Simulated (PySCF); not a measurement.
# Predicted spectroscopic data

A single conformation, gas phase, rapidly exchanging positions averaged, non-relativistic. Shieldings: GIAO PBE0/pcSseg-1; geometry: GFN2-xTB; PySCF 2.14.0 with density-fitted response routines.

References, each an isolated molecule treated in the same way: $^{1}$H and $^{13}$C against TMS. Where no couplings were computed, multiplicities follow the n + 1 count of equivalent neighbours, and m marks all less simple cases (inequivalent or close neighbours, rings, F or P nearby). Acid and N–H amide carbonyl carbons lie up to 10 ppm further downfield in solution (hydrogen bonding). Shifts are as computed. Against solution values, carbons near 30 ppm lie about +3 ppm off and those near 130 ppm about +5 ppm; carbons on Cl a further +6 ppm. Of 1211 compounds with measured shifts, 218 miss one by over three times the rms of a fit or turn the order of signals round; such compounds aren't used in these exercises. Carbons bonded to Cl come out too deshielded. OH and NH positions are gas-phase values without hydrogen bonding to other molecules.

Compound 1 (C₇H₁₁ClSi). $^{1}$H NMR (400 MHz, computed): δ 5.86 (m, 1H), 5.08 (m, 1H), 4.75 (m, 1H), 4.26 (m, 1H), 3.64 (m, 1H), 2.37 (m, 1H), 2.33 (m, 1H), 2.16 (m, 1H), 2.07 (m, 1H), 1.81 (m, 1H), 1.78 (m, 1H). $^{13}$C{$^{1}$H} NMR (computed): δ 184.3 (C), 130.6 (CH), 50.1 (CH), 36.5 (CH), 28.2 (CH2), 23.5 (CH2), 16.6 (CH2). Structure: `Cl[C@@H]1[SiH2]C=C1C1CCC1`.

Compound 2 (C₉H₁₅N). $^{1}$H NMR (400 MHz, computed): δ 8.09 (s, 1H), 5.99 (m, 1H), 5.60 (t, 1H), 5.45 (m, 1H), 5.33 (m, 1H), 3.71 (s, 3H), 2.93 (d, 2H), 2.32 (m, 2H), 1.17 (t, 3H). $^{13}$C{$^{1}$H} NMR (computed): δ 166.2, 145.2, 143.2, 133.8, 122.4, 43.7, 39.5, 26.5, 17.0. Structure: `C/N=C\C(CC=C)=C\CC`.

Compound 3 (C₅H₉ClO₂). $^{1}$H NMR (400 MHz, computed): δ 6.19 (br s, 1H), 2.97 (s, 2H), 1.85 (s, 6H). $^{13}$C{$^{1}$H} NMR (computed): δ 176.3, 70.7, 49.8, 32.3. Structure: `CC(C)(Cl)CC(=O)O`.
